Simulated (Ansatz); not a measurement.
A further run on CaO2H2.

```yaml
crystal:
  periodic: [false, false, false]
  atoms:
    - {symbol: Ca, position_ang: [-0.180221, -0.104613, -0.027640]}
    - {symbol: O, position_ang: [1.023409, -1.705459, -0.338248]}
    - {symbol: O, position_ang: [-1.050515, 1.689718, 0.334133]}
    - {symbol: H, position_ang: [-1.417785, 2.550881, 0.509159]}
    - {symbol: H, position_ang: [1.625102, -2.430527, -0.477413]}
basis:
  gaussian: {orbitals: def2-TZVPP, fitting: {mean_field: def2-universal-jkfit}}
hamiltonian: {xc: {name: BLYP}}
scf: {lower_state_search: off}
```

```sh
$ ansatz run in.yaml --threads 4 --pin off --events-out ev --progress --plain --max-ram 3916MiB
```

Output, abridged:

```
Functional definition: BLYP
350 factors; integrals over basis functions are off by at most 8.8e-1 eV
mean field evaluation 1: about -22549.2454 eV, gradient 1.1e2 eV
mean field evaluation 2: about -22280.5376 eV, gradient 2.5e2 eV
mean field evaluation 4: about -22568.1394 eV, gradient 2.4e1 eV
mean field evaluation 8: about -22569.2173 eV, gradient 2.2e-1 eV
mean field evaluation 16: about -22569.2186 eV, gradient 2.0e-6 eV
mean field -22569.21863130 eV, -829.4034867344 hartree, gradient 2.0e-6 eV, S^2 0.000000; 0 other end points of the search recorded, 0 dependent functions left out
reference -22569.21896578 eV, -829.4034990263 hartree; 19, 19 occupied and 107, 107 virtual orbitals, 350 factors
Total energy: -22569.21896578 eV, -829.4034990263 hartree
Checks for a lower state left out: stability, starts, cluster_reference, orbital_swaps, neighbouring_geometries, increment
```

Run time 0.25 s (4 threads of Intel Xeon 6975P-C on a shared host).
